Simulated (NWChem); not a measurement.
Species: CH7BOSi; SMILES CBO[SiH3]

```xyz
11

B     -0.4657     1.0757     0.0020
H     -1.6769     0.9176     0.0010
C      0.1579     2.5106    -0.0008
H     -0.2215     3.0878     0.8600
H     -0.1863     3.0617    -0.8935
H      1.2570     2.5143     0.0192
O      0.3265    -0.0257     0.0027
Si    -0.0091    -1.6701    -0.0006
H     -1.4844    -1.9002    -0.0001
H      0.6054    -2.2706     1.2160
H      0.6036    -2.2655    -1.2207
```
Atoms are numbered in this order, from 1.

Results from NWChem. Pople sets run with spherical d functions. Coordinates come from a PBE0/def2-SVP optimisation. Total energies of different functionals are on different scales.

```
level                               energy (Ha)  highest occupied level (eV)  orbital gap (eV)  dipole (D)
----------------------------------  -----------  ---------------------------  ----------------  ----------
B3LYP/6-31G*                          -431.9659                        -7.77              8.03        0.54
PBE/6-31G*                            -431.5849                        -6.51              5.91        0.49
PW91/6-31G*                           -431.8443                        -6.56              5.92        0.49
B97-2/6-31G*                          -431.8995                        -7.78              8.22        0.53
Hartree-Fock/6-31G*                   -430.4890                       -11.72             15.45        0.65
PBE0/6-31G*                           -431.6388                        -8.02              8.47        0.54
N12/6-31G*                            -431.8592                        -6.40              6.14        0.54
LDA (Slater exchange, PW92)/6-31G*    -429.5123                        -6.55               ___        0.49
```

Task: Complete the blanks.

Result: 
- LDA (Slater exchange, PW92)/6-31G*, orbital gap (eV): 5.72
